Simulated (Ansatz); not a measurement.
Consider the ligand exchange at a B–S bond: `FB(S)Cl` + `C=N` → `C=NB(F)Cl` + H₂S.

Isolated molecules relaxed with PBE0-D4/def2-TZVP in Ansatz; ΔE leaves out vibrations. CBS: MP2 limit from def2 TZ/QZ plus the TZ coupled-cluster correction, frozen cores. This one scheme is used for every species. Functionals use def2-TZVPP. Each species was taken in one conformer, which may not be the lowest.

Is it downhill or uphill in electronic energy at CCSD(T)/CBS, and by how much? (Best estimate.)

Ansatz gave: Downhill: ΔE = -0.05 eV.

What do these levels give: BLYP-D4, BHLYP-D4, r2SCAN, CCSD/def2-SVP, SCS-MP2/def2-QZVPP, MP2/CBS(def2)? (Estimate.)

Computed: BLYP-D4 -0.14, BHLYP-D4 -0.15, r2SCAN -0.08, CCSD/def2-SVP -0.10, SCS-MP2/def2-QZVPP -0.06, MP2/CBS(def2) -0.04 eV.

What do rigid-rotor, harmonic-oscillator terms from PBE0-D4/def2-TZVP frequencies (298.15 K, 1 bar) make of the CCSD(T)/CBS value? (Best estimate.)

Ansatz gave: ΔZPE = -0.10 eV, ΔH = -0.13 eV, ΔS = -3 J/(mol·K), ΔG = -0.12 eV.

Largest T1 diagnostic among the species: 0.013.

Leaving LDA and LC-ωPBE aside and taking each functional with its dispersion term where it has one, the values, not all of them listed here, spread over 0.12 eV, from CAM-B3LYP-D4 to revPBE-D4. LDA lies −0.10 eV from PBE without D4. At CCSD(T), def2-SVP lies −0.03 eV from the extrapolated value and def2-TZVPP +0.01 eV. In def2-TZVPP, CCSD(T) changes the Hartree–Fock value by +0.11 eV (the triples alone add +0.02 eV) and MP2 by +0.12 eV.
